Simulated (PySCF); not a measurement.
Compound: (HMg-mu-Cl)2.
Z-matrix (Å and degrees, PBE0-D3(BJ)/def2-SVP geometry), rows numbered from 1:
```
Mg
H   1  1.6890
Cl  1  2.4001  2  134.75
Mg  3  2.3977  1   89.76  2  -179.71
H   4  1.6891  3  135.19  1   179.83
Cl  1  2.3977  2  135.02  3  -179.71
```

The closed-shell ground state was solved at several levels (PySCF, density fitting, gas phase, non-relativistic). The dipole stays under 0.02 D at every level.

```json
{"level": "KT2/pcSseg-1", "basis functions": "90", "total energy (Eh)": "-1332.6154", "HOMO (eV)": "-6.76", "LUMO (eV)": "-1.74", "gap (eV)": "5.02"}
{"level": "CAM-B3LYP/def2-SVPD", "basis functions": "112", "total energy (Eh)": "-1321.5436", "HOMO (eV)": "-9.20", "LUMO (eV)": "-0.29", "gap (eV)": "8.91"}
```

**Question.** Estimate the row for PBE0/pcSseg-1, a basis of 90 functions; the other rows only guide the guess.

**Answer.** Total energy -1321.3360 Eh, HOMO -7.92 eV, LUMO -0.96 eV, gap 6.96 eV.

**Question.** Over all these levels, which gives the widest orbital gap and which the narrowest?

**Answer.** CAM-B3LYP/def2-SVPD (range-separated hybrid) has the widest, 8.91 eV, and KT2/pcSseg-1 (GGA) the narrowest, 5.02 eV. Functional and basis both differ between the two, so the spread mixes both effects.

One conformer stands for the species.
